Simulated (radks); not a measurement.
Ionisation of the palladium ion Pd2+, [Kr] 4d8, to [Kr] 4d7 as the strength of local exchange is varied. All-electron calculation, scalar-relativistic Kohn-Sham, Slater X-alpha exchange (alpha = 2/3 is LDA exchange), no correlation, spin-polarised, spherical densities, point nucleus; open shells are filled with parallel spins first (spin-orbit coupling, left out, can overturn this in heavy ions). Program: a radial shooting solver on a logarithmic mesh with Libxc functionals.

[
 {"alpha": "0.603", "E(Pd2+) (hartree)": "-5022.98751", "exchange (hartree)": "-120.89452", "IE (eV)": "30.688", "-e of the level emptied (eV)": "24.097 (4d)", "<r> of it (bohr)": "1.409"},
 {"alpha": "0.616", "E(Pd2+) (hartree)": "-5025.59952", "exchange (hartree)": "-123.56423", "IE (eV)": "30.922", "-e of the level emptied (eV)": "24.314 (4d)", "<r> of it (bohr)": "1.405"},
 {"alpha": "0.667", "E(Pd2+) (hartree)": "-5035.85960", "exchange (hartree)": "-134.06345", "IE (eV)": "31.851", "-e of the level emptied (eV)": "25.180 (4d)", "<r> of it (bohr)": "1.390"},
 {"alpha": "0.679", "E(Pd2+) (hartree)": "-5038.27674", "exchange (hartree)": "-136.53981", "IE (eV)": "32.072", "-e of the level emptied (eV)": "25.386 (4d)", "<r> of it (bohr)": "1.387"},
 {"alpha": "0.834", "E(Pd2+) (hartree)": "-5069.60058", "exchange (hartree)": "-168.72966", "IE (eV)": "35.027", "-e of the level emptied (eV)": "28.159 (4d)", "<r> of it (bohr)": "1.344"},
 {"alpha": "0.897", "E(Pd2+) (hartree)": "-5082.38655", "exchange (hartree)": "-181.92109", "IE (eV)": "36.279", "-e of the level emptied (eV)": "29.340 (4d)", "<r> of it (bohr)": "1.328"},
 {"alpha": "0.905", "E(Pd2+) (hartree)": "-5084.01241", "exchange (hartree)": "-183.60064", "IE (eV)": "36.440", "-e of the level emptied (eV)": "29.492 (4d)", "<r> of it (bohr)": "1.326"},
 {"alpha": "0.982", "E(Pd2+) (hartree)": "-5099.68718", "exchange (hartree)": "-199.81758", "IE (eV)": "38.014", "-e of the level emptied (eV)": "30.983 (4d)", "<r> of it (bohr)": "1.307"}
]

NIST Atomic Spectra Database: 32.930 eV (semi-empirical). The Delta-SCF value meets it near alpha = 0.72. Open shells are spherical and high-spin; term and fine-structure splittings are not resolved.
